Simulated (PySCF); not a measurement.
## Cu²⁺ (copper, charge +2): UHF calculation

Configuration: [Ar] 3d9, 2D determinant. Computed with PySCF 2.14 in x2c-QZVPPall (11s7p6d4f2g, 108 functions), with scalar relativity by spin-free X2C-1e.

```json
{
 "Total energy": "-1652.319287 hartree",
 "One-electron energy": "-2280.3737 hartree",
 "Hartree (Coulomb) energy": "694.1481 hartree",
 "Exchange energy": "-66.0937 hartree",
 "⟨S²⟩": "0.7513",
 "⟨L²⟩": "6.014",
 "Sum of ⟨r⟩": "15.84 bohr",
 "Sum of ⟨r²⟩": "15.04 bohr²",
 "Traceless quadrupole moment −½Σ⟨3z² − r²⟩ along its main axis": "-0.319 e·bohr²",
 "Langevin diamagnetic susceptibility": "-11.9 ×10⁻⁶ cm³/mol"
}
```

```tsv
shell	electrons	mean orbital energy (hartree)	spread (hartree)	rms radius, mean of both spins (bohr)
1s α	1	-333.46268	0	0.0601
1s β	1	-333.46256	0	0.0601
2s α	1	-42.66018	0	0.254
2s β	1	-42.61963	0	0.254
2p α	3	-36.80298	0.04323	0.228
2p β	3	-36.76301	0.00176	0.228
3s α	1	-6.17951	0	0.763
3s β	1	-6.07329	0	0.763
3p α	3	-4.38898	0.08787	0.810
3p β	3	-4.26208	0.06116	0.810
3d α	5	-1.48874	0.10575	1.03
3d β	4	-1.42804	0.08228	1.03
```

Densities and radii are taken from the X2C orbitals without a picture-change correction, which distorts them close to the nucleus.

Spin-orbit constants ζ (cm⁻¹) from the X2C one-electron operator on these orbitals: bare nucleus, nucleus screened by l(l+1)(2l+1)/3 electrons, and screened by the Breit-Pauli mean field of the electrons.

| shell | bare | screened nucleus | mean field |
| --- | --- | --- | --- |
| 2p | 115100 | 107200 | n/a |
| 3p | 14390 | 13390 | n/a |
| 3d | 1424 | 933.0 | n/a |

To first order the Landé constant is A = -933.0 cm⁻¹, so the lowest level has J = 5/2 and lies 0.116 eV below the centre of the term.
